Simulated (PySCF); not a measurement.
## Correlation energy of O (oxygen, neutral)

[He] 2s2 2p4, high-spin 3P determinant. Calculation: PySCF 2.14, in def2-TZVP (5s3p2d1f, 31 functions); no relativity, point nucleus. Frozen: 1s2; 6 electrons correlated.

MP2 pair energies summed by pair of shells (mhartree):

| pair | energy | share (%) |
| --- | --- | --- |
| 2p-2p | -66.63 | 47.0 |
| 2s-2p | -64.84 | 45.8 |
| 2s-2s | -10.21 | 7.2 |

Total MP2 correlation energy: -141.67 mhartree.

Same-spin part -34.89 and opposite-spin part -106.78 mhartree; SCS-MP2 scales them by 1/3 and 6/5 to -139.77 mhartree.

| level | correlation energy (mhartree) |
| --- | --- |
| CCSD | -158.27 |
| (T) | -2.85 |
| CCSD(T) | -161.12 |

Diagnostics: T1 = 0.0064, D1 = 0.0103, largest double amplitude 0.043.

Question: Is a single reference adequate?

Answer: Yes: T1 lies below 0.03 and no double amplitude reaches 0.07.
